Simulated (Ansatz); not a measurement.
The first iterations of a band of CH7ClSSi2 (12 atoms, charge 0, multiplicity 1).

Theory: RKS PBE/def2-SVP (Ansatz).

* movable images: 7
* climbing image: yes
* spring: 5.0 eV/Å²
* optimiser: quadratic models (default)
* start path: through a guess of the saddle point
* force threshold: 0.03 eV/Å
* iteration limit: 60
* end points: relaxed

First end point:

```xyz
12
Properties=species:S:1:pos:R:3
Si -2.073 0.668 -0.131
S -1.083 -1.173 0.448
C 0.559 -1.073 -0.395
Si 1.862 -0.068 0.538
Cl 1.357 1.959 0.448
H -1.721 0.991 -1.559
H -1.778 1.854 0.741
H -3.536 0.338 -0.015
H 0.444 -0.712 -1.439
H 0.912 -2.126 -0.461
H 3.207 -0.226 -0.118
H 1.927 -0.487 1.976
```

Last end point:

```xyz
12
Properties=species:S:1:pos:R:3
Si -2.058 0.679 -0.454
S -1.141 -0.924 0.662
C 0.502 -1.047 -0.188
Si 1.814 0.089 0.575
Cl 2.188 -0.504 2.534
H -2.128 0.336 -1.920
H -1.323 1.987 -0.319
H -3.439 0.807 0.120
H 0.400 -0.858 -1.279
H 0.821 -2.104 -0.080
H 1.342 1.512 0.582
H 3.098 -0.027 -0.200
```

| iteration | highest image above the first end (eV) | largest band force component (eV/Å) |
| --- | --- | --- |
| 1 | 8.942 | 26.133 |
| 2 | 2.457 | 6.612 |
| 3 | 0.705 | 3.420 |
| 4 | 0.158 | 1.216 |

**Question.** Does the band converge within its limit, and where does its top end?

**Answer.** The forces met the threshold. It ended after 14 iterations with the highest image 0.130 eV above the first end. A vibrational analysis at the climbing image gives one clearly imaginary mode, 80i cm⁻¹: a first-order saddle point.

Time of the run: 2.8 min on 2 threads of AMD EPYC 9R14 (Zen 4), on a shared host, peak memory 0.2 GiB.
